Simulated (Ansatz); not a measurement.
Ansatz (a first-principles code) input file for C₂H₄N, SMILES [CH2]N=C, multiplicity 2, B3LYP-D3(BJ)/def2-TZVP. 

Ansatz 0.2 input:
```yaml
crystal:
  periodic: [false, false, false]
  atoms:
    - {symbol: C, position_ang: [1.17852264, 0.00751508, 0.12492991]}
    - {symbol: N, position_ang: [-0.00000000, -0.00000000, -0.39458928]}
    - {symbol: C, position_ang: [-1.17852264, -0.00751508, 0.12492991]}
    - {symbol: H, position_ang: [1.38643590, 0.34915610, 1.13436847]}
    - {symbol: H, position_ang: [2.00850482, -0.26747393, -0.50288546]}
    - {symbol: H, position_ang: [-2.00850482, 0.26747394, -0.50288545]}
    - {symbol: H, position_ang: [-1.38643589, -0.34915609, 1.13436848]}
basis:
  gaussian:
    orbitals: def2-TZVP
hamiltonian:
  xc: b3lyp
  dispersion: d3bj
magnetization: {spin_polarized: true, initial_magnetization: 1}
relax: {f_tol: 0.002, max_steps: 200}
```

Program output:

```
WARN ansatz: RAYON_NUM_THREADS=1 ignored (pool sized by the plan → 1); use --threads N
Functional definition: B3LYP
integrals: 0.03 GiB planned
691 factors; their error is unknown
mean field: 0.39 GiB planned
mean field evaluation 1: about -3622.6958 eV, gradient 3.5e1 eV
mean field evaluation 2: about -3617.5876 eV, gradient 4.8e1 eV
mean field evaluation 4: about -3628.4586 eV, gradient 2.1e0 eV
mean field evaluation 8: about -3628.4844 eV, gradient 7.7e-2 eV
mean field evaluation 16: about -3628.4777 eV, gradient 6.1e-5 eV
mean field -3628.47765567 eV, -133.3440943752 hartree, gradient 5.7e-5 eV, S^2 0.767468; 0 other end points of the search recorded, 0 dependent functions left out
the calculation of the forces begins
reference -3628.47788702 eV, -133.3441028772 hartree; 12, 11 occupied and 105, 106 virtual orbitals, 691 factors
relax step   1: F+E_penalty+E_count = -3628.63593486 eV  Δ(F+E_penalty+E_count) = +0.000e0 eV  max|allowed force component| = 9.193e-1 eV/Å  Δτ_max = 0.0000 Å  (33 SCF iters, accepted)
these checks for a lower state are left out or cut short: starts, cluster_reference, orbital_swaps, neighbouring_geometries, increment
integrals: 0.03 GiB planned
691 factors; their error is unknown
mean field: 0.39 GiB planned
mean field -3628.50701304 eV, -133.3451732390 hartree, gradient 6.4e-5 eV, S^2 0.770195; 0 other end points of the search recorded, 0 dependent functions left out
the calculation of the forces begins
reference -3628.50724263 eV, -133.3451816762 hartree; 12, 11 occupied and 105, 106 virtual orbitals, 691 factors
relax step   2: F+E_penalty+E_count = -3628.66544956 eV  Δ(F+E_penalty+E_count) = -2.951e-2 eV  max|allowed force component| = 9.146e-1 eV/Å  Δτ_max = 0.1032 Å  (36 SCF iters, accepted)
these checks for a lower state are left out or cut short: starts, cluster_reference, orbital_swaps, neighbouring_geometries, increment
integrals: 0.03 GiB planned
691 factors; their error is unknown
mean field: 0.39 GiB planned
mean field evaluation 32: about -3628.5321 eV, gradient 3.3e-3 eV
mean field -3628.53205941 eV, -133.3460936760 hartree, gradient 1.2e-5 eV, S^2 0.771790; 0 other end points of the search recorded, 0 dependent functions left out
the calculation of the forces begins
reference -3628.53228789 eV, -133.3461020724 hartree; 12, 11 occupied and 105, 106 virtual orbitals, 691 factors
relax step   3: F+E_penalty+E_count = -3628.69058526 eV  Δ(F+E_penalty+E_count) = -2.514e-2 eV  max|allowed force component| = 7.231e-1 eV/Å  Δτ_max = 0.0277 Å  (36 SCF iters, accepted)
these checks for a lower state are left out or cut short: starts, cluster_reference, orbital_swaps, neighbouring_geometries, increment
integrals: 0.03 GiB planned
691 factors; their error is unknown
mean field: 0.39 GiB planned
mean field -3628.56661699 eV, -133.3473636436 hartree, gradient 6.5e-5 eV, S^2 0.775844; 0 other end points of the search recorded, 0 dependent functions left out
the calculation of the forces begins
reference -3628.56684161 eV, -133.3473718984 hartree; 12, 11 occupied and 105, 106 virtual orbitals, 691 factors
relax step   4: F+E_penalty+E_count = -3628.72607190 eV  Δ(F+E_penalty+E_count) = -3.549e-2 eV  max|allowed force component| = 4.679e-1 eV/Å  Δτ_max = 0.1223 Å  (35 SCF iters, accepted)
these checks for a lower state are left out or cut short: starts, cluster_reference, orbital_swaps, neighbouring_geometries, increment
integrals: 0.03 GiB planned
691 factors; their error is unknown
mean field: 0.39 GiB planned
mean field -3628.59071323 eV, -133.3482491642 hartree, gradient 7.9e-5 eV, S^2 0.776438; 0 other end points of the search recorded, 0 dependent functions left out
the calculation of the forces begins
reference -3628.59093623 eV, -133.3482573593 hartree; 12, 11 occupied and 105, 106 virtual orbitals, 691 factors
relax step   5: F+E_penalty+E_count = -3628.75096219 eV  Δ(F+E_penalty+E_count) = -2.489e-2 eV  max|allowed force component| = 3.777e-1 eV/Å  Δτ_max = 0.0843 Å  (33 SCF iters, accepted)
these checks for a lower state are left out or cut short: starts, cluster_reference, orbital_swaps, neighbouring_geometries, increment
integrals: 0.03 GiB planned
691 factors; their error is unknown
mean field: 0.39 GiB planned
mean field -3628.60812179 eV, -133.3488889168 hartree, gradient 8.2e-5 eV, S^2 0.776466; 0 other end points of the search recorded, 0 dependent functions left out
the calculation of the forces begins
reference -3628.60834264 eV, -133.3488970329 hartree; 12, 11 occupied and 105, 106 virtual orbitals, 691 factors
relax step   6: F+E_penalty+E_count = -3628.76890295 eV  Δ(F+E_penalty+E_count) = -1.794e-2 eV  max|allowed force component| = 2.289e-1 eV/Å  Δτ_max = 0.1091 Å  (33 SCF iters, accepted)
these checks for a lower state are left out or cut short: starts, cluster_reference, orbital_swaps, neighbouring_geometries, increment
integrals: 0.03 GiB planned
691 factors; their error is unknown
mean field: 0.39 GiB planned
mean field evaluation 64: about -3628.6091 eV, gradient 4.1e-3 eV
mean field -3628.60906237 eV, -133.3489234824 hartree, gradient 7.1e-6 eV, S^2 0.776174; 0 other end points of the search recorded, 0 dependent functions left out
the calculation of the forces begins
reference -3628.60928341 eV, -133.3489316057 hartree; 12, 11 occupied and 105, 106 virtual orbitals, 691 factors
relax step   7: F+E_penalty+E_count = -3628.76990991 eV  Δ(F+E_penalty+E_count) = -1.007e-3 eV  max|allowed force component| = 1.352e-2 eV/Å  Δτ_max = 0.0065 Å  (35 SCF iters, accepted)
these checks for a lower state are left out or cut short: starts, cluster_reference, orbital_swaps, neighbouring_geometries, increment
integrals: 0.03 GiB planned
691 factors; their error is unknown
mean field: 0.39 GiB planned
mean field -3628.60908260 eV, -133.3489242260 hartree, gradient 7.0e-6 eV, S^2 0.776173; 0 other end points of the search recorded, 0 dependent functions left out
the calculation of the forces begins
reference -3628.60930366 eV, -133.3489323499 hartree; 12, 11 occupied and 105, 106 virtual orbitals, 691 factors
relax step   8: F+E_penalty+E_count = -3628.76993226 eV  Δ(F+E_penalty+E_count) = -2.235e-5 eV  max|allowed force component| = 4.137e-3 eV/Å  Δτ_max = 0.0009 Å  (35 SCF iters, accepted)
these checks for a lower state are left out or cut short: starts, cluster_reference, orbital_swaps, neighbouring_geometries, increment
integrals: 0.03 GiB planned
691 factors; their error is unknown
mean field: 0.39 GiB planned
mean field -3628.60908218 eV, -133.3489242106 hartree, gradient 7.0e-6 eV, S^2 0.776182; 0 other end points of the search recorded, 0 dependent functions left out
the calculation of the forces begins
reference -3628.60930324 eV, -133.3489323342 hartree; 12, 11 occupied and 105, 106 virtual orbitals, 691 factors
relax step   9: F+E_penalty+E_count = -3628.76993329 eV  Δ(F+E_penalty+E_count) = -1.026e-6 eV  max|allowed force component| = 1.318e-3 eV/Å  Δτ_max = 0.0006 Å  (36 SCF iters, accepted)
integrals: 0.03 GiB planned
691 factors; their error is unknown
mean field: 0.39 GiB planned
mean field evaluation 96: about -3628.6226 eV, gradient 1.5e-1 eV
mean field -3628.60908218 eV, -133.3489242106 hartree, gradient 7.0e-6 eV, S^2 0.776182; 1 other end points of the search recorded, 0 dependent functions left out
the calculation of the forces begins
reference -3628.60930324 eV, -133.3489323342 hartree; 12, 11 occupied and 105, 106 virtual orbitals, 691 factors
Total energy: -3628.77015434 eV, -133.3548435033 hartree
Atom 0 at     1.137614    -0.024177     0.100750 Å, force    -0.000372     0.000047    -0.000878 eV/Å
Atom 1 at     0.000000    -0.000000    -0.559589 Å, force     0.000000    -0.000000     0.001318 eV/Å
Atom 2 at    -1.137614     0.024177     0.100750 Å, force     0.000372    -0.000047    -0.000878 eV/Å
Atom 3 at     1.179554    -0.025008     1.193606 Å, force     0.000047    -0.000041     0.000102 eV/Å
Atom 4 at     2.066270    -0.043960    -0.455442 Å, force    -0.000096     0.000003     0.000116 eV/Å
Atom 5 at    -2.066270     0.043960    -0.455442 Å, force     0.000096    -0.000003     0.000116 eV/Å
Atom 6 at    -1.179554     0.025009     1.193606 Å, force    -0.000047     0.000041     0.000102 eV/Å
Dipole moment:    -0.000000     0.000000     0.306305 e Å
```

Self-consistency was reached.

Cost: very roughly 26 core-seconds.
